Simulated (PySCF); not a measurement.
PySCF input (B3PW91/6-31G* (5d)):

```python
from pyscf import gto, dft

mol = gto.M(
    atom='''
    Cl    2.11238200   -1.48098100   -0.17882100
    Si    1.28504200    0.52473500    0.48185700
    Si   -0.87509400   -0.23788400   -0.14988200
    Cl   -2.38560900    1.29615200    0.00395400
    H     1.44882100    1.20214200   -0.88189000
    H    -1.11117800   -0.76854900   -1.52850000
    H    -1.43206200   -1.30742100    0.73547900
    ''',
    basis='6-31g*',
    charge=-1,
    spin=0,
    verbose=4,
)

mf = dft.RKS(mol, xc='b3pw91')
mf.grids.level = 3
mf.conv_tol = 1e-9
mf.max_cycle = 100
mf.max_memory = 1500
mf.kernel()
if not mf.converged:
    mf = mf.newton()
    mf.kernel(mf.make_rdm1())
mf.dip_moment()
```

From the output:

```
Set gradient conv threshold to 3.16228e-05
Initial guess from minao.
tot grids = 105544
init E= -1500.94861718693
  HOMO = -0.219698864753316  LUMO = -0.082322218100447  gap/eV = 3.73821
cycle= 1 E= -1501.06515041393  delta_E= -0.117  |g|= 0.339  |ddm|= 2.43
  HOMO = -0.0216750112884236  LUMO = 0.142086742952042  gap/eV = 4.45618
cycle= 2 E= -1501.06184002038  delta_E= 0.00331  |g|= 0.367  |ddm|=  1.1
  HOMO = -0.0327591999637018  LUMO = 0.133966710351314  gap/eV = 4.53684
cycle= 3 E= -1501.10506099451  delta_E= -0.0432  |g|= 0.0366  |ddm|= 0.582
  HOMO = -0.0421713597365265  LUMO = 0.125704442369809  gap/eV = 4.56813
cycle= 4 E= -1501.1055720749  delta_E= -0.000511  |g|= 0.0131  |ddm|= 0.0925
  HOMO = -0.0413784278933831  LUMO = 0.126933045830498  gap/eV = 4.57999
cycle= 5 E= -1501.10563494194  delta_E= -6.29e-05  |g|= 0.0021  |ddm|= 0.0227
  HOMO = -0.0411535250245842  LUMO = 0.12712064594119  gap/eV = 4.57897
cycle= 6 E= -1501.10563641806  delta_E= -1.48e-06  |g|= 0.000691  |ddm|= 0.00452
  HOMO = -0.0411771408765387  LUMO = 0.127079012176691  gap/eV = 4.57848
cycle= 7 E= -1501.10563657775  delta_E= -1.6e-07  |g|= 0.000141  |ddm|= 0.00131
  HOMO = -0.0411716819293513  LUMO = 0.127090032000396  gap/eV = 4.57863
cycle= 8 E= -1501.1056365851  delta_E= -7.35e-09  |g|= 3.43e-05  |ddm|= 0.000365
  HOMO = -0.0411688015179066  LUMO = 0.127089686401617  gap/eV = 4.57855
cycle= 9 E= -1501.10563658562  delta_E= -5.2e-10  |g|= 7.7e-06  |ddm|= 8.68e-05
  HOMO = -0.0411703118474853  LUMO = 0.127089639316877  gap/eV = 4.57859
Extra cycle  E= -1501.10563658562  delta_E= -5.91e-12  |g|= 7.18e-06  |ddm|= 3.23e-05
converged SCF energy = -1501.10563658562

WARN: System has nonzero charge -1; the dipole moment is origin-dependent.
Location of origin: [0. 0. 0.]

Dipole moment(X, Y, Z, Debye): -2.15140, -0.17050, -0.74562
```

The dipole moment of an ion depends on the origin.

The geometry given is a B3LYP-D3(BJ)/def2-TZVP minimum.
